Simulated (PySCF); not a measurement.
C3H9ClOSi, SMILES CC[Si@](C)(O)Cl. Geometry optimised at PBE-D3(BJ)/def2-SVP. The structure was generated by enumeration; whether it is a known compound was not checked. Other conformers were not sampled.

Computed equilibrium geometry at PBE-D3(BJ)/def2-SVP (PySCF confirms it by a frequency run) as bond lengths and angles (one conformer of several):
Atoms: C1 C2 Si3 C4 O5 Cl6 H7 H8 H9 H10 H11 H12 H13 H14 H15. Bond lengths (Å): C1–C2 1.535, C1–H7 1.110, C1–H8 1.109, C1–H9 1.109, C2–Si3 1.885, C2–H10 1.113, C2–H11 1.113, Si3–C4 1.866, Si3–O5 1.679, Si3–Cl6 2.108, C4–H12 1.109, C4–H13 1.108, C4–H14 1.108, O5–H15 0.973. Angles (°): C2–C1–H7 111.6, C2–C1–H8 111.0, C2–C1–H9 111.8, H7–C1–H8 107.2, H7–C1–H9 107.2, H8–C1–H9 107.7, C1–C2–Si3 114.7, C1–C2–H10 111.0, C1–C2–H11 110.4, Si3–C2–H10 106.8, Si3–C2–H11 107.7, H10–C2–H11 105.8, C2–Si3–C4 114.2, C2–Si3–O5 112.0, C2–Si3–Cl6 106.3, C4–Si3–O5 106.3, C4–Si3–Cl6 108.7, O5–Si3–Cl6 109.3, Si3–C4–H12 110.3, Si3–C4–H13 110.4, Si3–C4–H14 110.9, H12–C4–H13 108.4, H12–C4–H14 108.5, H13–C4–H14 108.3, Si3–O5–H15 115.1.
Charge 0, spin multiplicity 1.
